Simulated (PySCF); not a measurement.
## Computed spin Hamiltonian

Species: C4H9Si (doublet state).
Cartesian coordinates in Å at the GFN2-xTB level; atoms count from 1:
```xyz
14
C4H9Si angstrom
C      1.225   -0.361   -1.046
C      0.711    0.317   -0.015
C      1.444    1.490    0.571
Si    -0.866   -0.185    0.829
C     -1.996   -1.381   -0.111
H      0.722   -1.206   -1.484
H      2.164   -0.083   -1.500
H      1.695    1.302    1.614
H      2.363    1.689    0.023
H      0.821    2.382    0.540
H     -1.582    0.914    1.475
H     -1.482   -2.301   -0.370
H     -2.356   -0.932   -1.035
H     -2.863   -1.643    0.488
```

The hyperfine couplings belong to this conformer and change with its torsions.

Identity: `[SiH](C(C)=C)C` [radical].

Method used: UKS B3LYP, pcH-1 on C H Si, non-relativistic, mean-field spin-orbit, GIAO in PySCF 2.14.0. Isolated species at its GFN2-xTB geometry (one conformer only). A GFN2-xTB geometry isn't a minimum of the functional, and hyperfine couplings can be far from their values at a DFT geometry, by a factor of two or more for some ions and for spin on atoms past the first row. No stability test was run, so a lower SCF solution isn't excluded.

- g1, g2, g3: 2.00216, 2.00339, 2.00432
- g_iso: 2.00329
- Form of g: rhombic: the two nearest values differ by 43 % of g3 − g1
- ⟨S²⟩: 0.7575 (exact 0.7500)
- α and β electrons: 24, 23
- Total energy: -447.30881 Eh
- Basis functions: 225

Hyperfine couplings atom by atom, in 10⁻⁴ cm⁻¹; T1 to T3 are the principal values of the dipolar part; ρ(0) is the spin density at the nucleus (1 × 10⁻⁴ cm⁻¹ = 2.998 MHz):

```tsv
atom	isotope	a_iso	of which spin–orbit	T1	T2	T3	Mulliken spin population	ρ(0) (bohr⁻³)
C1	13C	6.0	0.0	-5.5	-5.1	10.6	0.21	0.0160
C2	13C	0.2	0.0	-4.7	1.4	3.3	-0.11	0.0006
C3	13C	0.7	0.0	-0.2	0.0	0.2	0.01	0.0018
Si4	29Si	-117.1	0.3	-55.4	27.6	27.8	0.92	0.3963
C5	13C	4.3	0.0	-0.9	-0.8	1.7	-0.02	0.0114
H6	1H	-3.8	0.0	-1.7	-0.5	2.1	-0.01	-0.0026
H7	1H	-3.8	0.0	-2.8	-0.2	3.0	-0.01	-0.0025
H8	1H	-2.8	0.0	-0.8	-0.5	1.3	0.00	-0.0019
H9	1H	-0.4	0.0	-0.4	-0.2	0.6	0.00	-0.0003
H10	1H	-2.1	0.0	-0.5	-0.4	0.9	0.00	-0.0014
H11	1H	5.5	0.0	-3.4	0.5	2.9	-0.01	0.0037
H12	1H	3.3	0.0	-1.1	-0.9	2.0	0.00	0.0022
H13	1H	19.6	0.0	-1.1	-0.1	1.1	0.02	0.0131
H14	1H	0.8	0.0	-1.2	-0.7	1.9	0.00	0.0005
```

The largest Mulliken spin populations are on Si4 (+0.92), C1 (+0.21) and C2 (-0.11). The positive populations add up to 1.17 and the negative ones to -0.17, together 2S = 1. The angles at Si4 add up to 344.9°, so it is pyramidal.

Axes: g3 points within 9° of the C1–H7 bond.

Under fast tumbling the dipolar parts average out, and these isotropic splittings remain: 3 × 1H (H12/H13/H14, I = 1/2, 4 lines) with 0.84 mT, 1 × 1H (H11, I = 1/2, 2 lines) with 0.59 mT, 1 × 1H (H6, I = 1/2, 2 lines) with 0.41 mT, 1 × 1H (H7, I = 1/2, 2 lines) with 0.40 mT and 3 × 1H (H8/H9/H10, I = 1/2, 4 lines) with 0.19 mT.

Means are taken over nuclei equivalent by connectivity, which assumes that they swap fast. The three 1H nuclei of mean +23.7 MHz run from 2.3 to 58.7 MHz in the frozen geometry. The three 1H nuclei of mean -5.3 MHz run from -8.4 to -1.3 MHz in the frozen geometry.

The 13C coupling of C1 (17.9 MHz) shows only in satellite lines or after enrichment, since that isotope makes up about 1.07 % of natural carbon.

The 29Si coupling of Si4 (-351.2 MHz) shows only in satellite lines or after enrichment, since that isotope makes up about 4.7 % of natural silicon.

Examples of negative spin density at the nucleus (bohr⁻³): H6 (-0.0026) and H7 (-0.0025).
